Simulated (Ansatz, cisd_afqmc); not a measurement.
System: Rh, charge 0, quartet.

Total energies in def2-TZVPP, 9 correlated electrons, 4 frozen orbitals. Open shells are spin-unrestricted; no spin-orbit coupling. Correlated methods leave the cores frozen (noble-gas shells, and filled d and f shells in the p block). Past Kr the def2 sets carry scalar-relativistic core potentials. AFQMC is phaseless with a CISD trial state; ± is one standard error, without the phaseless bias. Outlying blocks are dropped, and bars are widened where a walk drifts. Over all cases where full CI ran beside it in this data, AFQMC minus full CI had a median of +0.1 mEh and passed +0.4 mEh in a tenth of the cases.

```tsv
method	program	energy (Eh)	minus CCSDT(Q) (mEh)
HF	Ansatz	-109.74533	245.79
MP2	Ansatz	-109.98738	3.74
CCSD	Ansatz	-109.98240	8.72
CCSD(T)	Ansatz	-109.99101	0.11
CCSDT(Q)	Ansatz	-109.99112	0.00
AFQMC/CISD	cisd_afqmc	-109.9905 ± 0.0003	0.6 ± 0.3
```

Ansatz is an electronic-structure program.
